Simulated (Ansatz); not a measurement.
Compare A (`FBOCS`) with its isomer B (`CSB(O)F`).

Gas-phase electronic energies from Ansatz, PBE0-D4/def2-TZVP geometries. CCSD(T)/CBS is the MP2 limit (def2-TZVPP, def2-QZVPP) plus CCSD(T) − MP2 in def2-TZVPP, frozen cores. Functionals use def2-TZVPP. B3LYP here is the variant with VWN-RPA as its local correlation; programs differ in this. One conformer a species, not always the lowest.

A:

Z-matrix (Å, degrees):
```
C
S 1 1.802
O 1 1.407 2 113.7
H 1 1.093 2 105.1 3 -122.2
H 1 1.088 2 110.0 3 120.5
H 2 1.343 1 96.3 3 -68.5
B 3 1.347 1 120.9 2 -90.2
F 7 1.321 3 117.3 1 177.6
H 7 1.197 3 122.9 1 -3.5
```

B:

Z-matrix (Å, degrees):
```
C
S 1 1.810
H 1 1.088 2 110.7
H 1 1.089 2 106.7 3 119.0
H 1 1.088 2 110.7 3 -122.0
B 2 1.799 1 101.1 3 60.6
F 6 1.336 2 117.9 1 -180.0
O 6 1.354 2 122.0 1 -0.0
H 8 0.962 6 112.6 2 180.0
```

Which isomer does CCSD(T)/CBS put lower? Give the gap. (Best estimate.)

Computed: B, by 145.9 kJ/mol.

Give E(B) − E(A) in kJ/mol with B3LYP-D4, r2SCAN-D4, PBE0-D4, LDA (SPW92), CCSD/def2-TZVPP, BLYP-D4, HF/def2-TZVPP. (Estimate.)

The calculation gave: B3LYP-D4 -139.9, r2SCAN-D4 -149.5, PBE0-D4 -148.2, LDA (SPW92) -144.0, CCSD/def2-TZVPP -141.7, BLYP-D4 -136.7, HF/def2-TZVPP -135.1. None reverses the order clearly.

Does the order hold for the free energy at 298.15 K (harmonic terms from PBE0-D4)? (An estimate is asked.)

Computed: Yes: G(B) − G(A) = -138.2 kJ/mol, for one conformer each.

Largest T1 diagnostic: 0.013.

From PBE to PBE0 (25 % exact exchange), in def2-TZVPP and without D4, E(B) − E(A) moves by −3.3 kJ/mol. At CCSD(T), def2-SVP lies +7.8 kJ/mol from the extrapolated value and def2-TZVPP +3.3 kJ/mol.
